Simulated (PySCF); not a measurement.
Computed properties of B(F)(NMe2)(SH) (C2H7BFNS), SMILES CN(C)B(S)F

B(F)(NMe2)(SH) (C₂H₇BFNS), SMILES CN(C)B(F)S. Geometry optimised at PBE0-D3(BJ)/def2-SVP. This is a generated structure with no PubChem entry under its InChIKey; it may be hypothetical. The values are those of a single conformer. All values are computed for the isolated molecule unless a solvent is named; none is compared with measurement here.

**Structure.** All 33 harmonic modes at PBE0-D3(BJ)/def2-SVP (PySCF) are real, so it is a minimum. With heavy atoms numbered as in [B:1]([F:2])([N:3]([CH3:4])[CH3:5])[SH:12], the shortest bond between them is B1–F2 at 1.341 Å and the longest B1–S12 at 1.830 Å.

**Vibrations.** The strongest infrared lines (harmonic, unscaled, degenerate partners summed) lie at 1573 cm⁻¹ (280 km/mol, N 39 %, H 31 %, B 29 %), 1302 cm⁻¹ (222 km/mol, N 44 %, B 25 %, C 13 %, H 12 %), 1144 cm⁻¹ (187 km/mol, H 43 %, B 34 %, C 18 %). The softest mode is at 88 cm⁻¹ and the zero-point energy is 63.0 kcal/mol.

**Electronic structure.** B3LYP/def2-TZVP (PySCF) places the frontier levels at -6.75 and 0.14 eV, a gap of 6.89 eV, and gives a dipole moment of 3.12 D and a mean polarisability of 66.6 bohr³. PBE/def2-TZVP (PySCF) at the same geometry gives -5.72 and -0.45 eV, so its gap is 1.62 eV narrower. An orbital gap is neither the optical nor the fundamental gap.

**Excitations.** TDA-CAM-B3LYP/def2-SVPD (PySCF) has S1 at 6.06 eV (205 nm, f = 0.033, weak); the most intense of the 10 singlets computed lies at 7.26 eV (f = 0.38). T1 (TDA) is at 5.71 eV, 0.35 eV under S1. TDA-PBE/def2-SVPD (PySCF) puts S1 at 5.18 eV. No vertical singlet excitation falls in the visible range (under 3.1 eV).

**NMR.** GIAO shifts at PBE0/pcSseg-1 (PySCF) (non-relativistic, atoms alike by connectivity averaged): ¹³C at 39.3 ppm against TMS; ¹H from 1.7 to 2.9 ppm against TMS; ¹⁹F at -110.1 ppm against CFCl3; ¹¹B at 18.6 ppm against BF3.
